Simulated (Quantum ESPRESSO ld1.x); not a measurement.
Results of a calculation; reference values are marked as such.
All-electron atom: Zr I in [Kr] 4d2 5s2.

Level of theory: scalar-relativistic Kohn-Sham, LDA (Slater exchange, Perdew-Wang correlation), spin-polarised, spherical densities, point nucleus; open shells are filled with parallel spins first (ld1.x of Quantum ESPRESSO 7.5).

Energy parts (hartree):
total: -3594.6166
kinetic: 3694.9337
electron-nucleus: -8659.5286
Hartree: 1479.9129
exchange-correlation: -109.9345

Orbitals (lengths in bohr, moments of r in powers of bohr; <r^-3> diverges for s and p1/2):
| orbital | occ. | eigenvalue (hartree) | <r^-3> | <r^2> |
|---|---|---|---|---|
| 1s up | 1 | -654.1000 | - | 0.001857 |
| 1s down | 1 | -654.1001 | - | 0.001857 |
| 2s up | 1 | -90.6501 | - | 0.03124 |
| 2s down | 1 | -90.6450 | - | 0.03124 |
| 2p up | 3 | -80.9019 | 2151 | 0.02458 |
| 2p down | 3 | -80.8979 | 2151 | 0.02458 |
| 3s up | 1 | -14.8300 | - | 0.2421 |
| 3s down | 1 | -14.8262 | - | 0.2420 |
| 3p up | 3 | -11.6551 | 346.3 | 0.2497 |
| 3p down | 3 | -11.6510 | 346.3 | 0.2497 |
| 3d up | 5 | -6.4266 | 45.06 | 0.2483 |
| 3d down | 5 | -6.4210 | 45.07 | 0.2481 |
| 4s up | 1 | -2.0147 | - | 1.673 |
| 4s down | 1 | -1.9824 | - | 1.662 |
| 4p up | 3 | -1.2079 | 45.55 | 2.163 |
| 4p down | 3 | -1.1714 | 46.12 | 2.148 |
| 4d up | 2 | -0.1524 | 2.435 | 6.364 |
| 4d down | 0 | -0.1144 | 2.341 | 7.102 |
| 5s up | 1 | -0.1778 | - | 15.08 |
| 5s down | 1 | -0.1557 | - | 16.46 |

The highest occupied level is 4d up at -4.146 eV. Spin moment in Bohr magnetons: 2. Summed over all electrons, <r^2> = 65.21 bohr^2, which gives a Langevin (diamagnetic) susceptibility term of -51.7 x 10^-6 cm^3/mol.

Run on one thread of a shared host, so times are rough (Intel(R) Xeon(R) Processor @ 2.60GHz): 0.88 s of CPU time, 1.3 s wall, 41 iterations on 2037 mesh points, peak memory 30 MiB.
